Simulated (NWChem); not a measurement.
CF cation, singlet

Results from NWChem. Pople sets run with spherical d functions. Low-valent species are run as closed-shell singlets; no triplet was tried in these runs. Each level has its own optimisation; frequencies are unscaled.

| level | r C–F (Å) | highest harmonic frequency (cm⁻¹) | zero-point energy (kcal/mol) |
|---|---|---|---|
| B3LYP/def2-TZVP | [?] | 1788 | 2.6 |
| BP86/def2-TZVP | 1.171 | 1698 | 2.4 |
| B3LYP/3-21G | 1.214 | 1597 | 2.3 |
| B3LYP/6-31G* | 1.169 | 1784 | 2.5 |

Q: What belongs in the gaps?

A: 
- B3LYP/def2-TZVP, r C–F (Å): 1.156
